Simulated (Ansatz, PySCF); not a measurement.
Isomers of H6OSi2: 1 is [SiH3]O[SiH3], 2 is [SiH2](O)[SiH3]; one conformer of each (the lowest of an xTB search), B3LYP-D3(BJ)/def2-TZVP minima.
Isomer 1 (charge 0, multiplicity 1):
```json
[
 {"atom": "Si", "x (Å)": "-1.5627", "y (Å)": "-0.1230", "z (Å)": "-0.1943"},
 {"atom": "O", "x (Å)": "0.0561", "y (Å)": "-0.3174", "z (Å)": "-0.3352"},
 {"atom": "Si", "x (Å)": "1.5712", "y (Å)": "0.0748", "z (Å)": "0.1433"},
 {"atom": "H", "x (Å)": "-2.2254", "y (Å)": "-1.0243", "z (Å)": "-1.1601"},
 {"atom": "H", "x (Å)": "-1.9983", "y (Å)": "-0.4604", "z (Å)": "1.1812"},
 {"atom": "H", "x (Å)": "-1.9344", "y (Å)": "1.2810", "z (Å)": "-0.4878"},
 {"atom": "H", "x (Å)": "1.8230", "y (Å)": "1.5156", "z (Å)": "-0.0937"},
 {"atom": "H", "x (Å)": "2.5301", "y (Å)": "-0.7322", "z (Å)": "-0.6402"},
 {"atom": "H", "x (Å)": "1.7403", "y (Å)": "-0.2141", "z (Å)": "1.5867"}
]
```
Isomer 2 (charge 0, multiplicity 1, Z-matrix in Å and degrees):
```
Si
O 1 1.6591
H 2 0.9606 1 118.46
H 1 1.4880 2 111.12 3 -59.34
H 1 1.4880 4 106.66 2 -121.25
Si 1 2.3420 4 110.63 5 -120.38
H 6 1.4827 1 110.82 4 178.61
H 6 1.4827 7 108.98 1 -122.21
H 6 1.4847 7 108.65 8 -118.22
```

No zero-point or thermal terms.

Rows in STO-3G carry no dispersion term and start afresh at each structure.

Programs: Ansatz (Gaussian orbitals); PySCF for STO-3G rows, the dispersion terms. Values without a source in brackets are computed.

Q: Give the electronic energy of isomer 2 less that of isomer 1 at the level CAM-B3LYP-D3(BJ)/def2-TZVPP.

A: 115 kJ/mol

Q: What is the computed electronic energy of isomer 2 less that of isomer 1 (HF/STO-3G)?

A: 46 kJ/mol

Q: Predict the electronic energy of isomer 2 less that of isomer 1 from revPBE/def2-TZVPP.

A: 80 kJ/mol

Ansatz is a program for electronic structure.
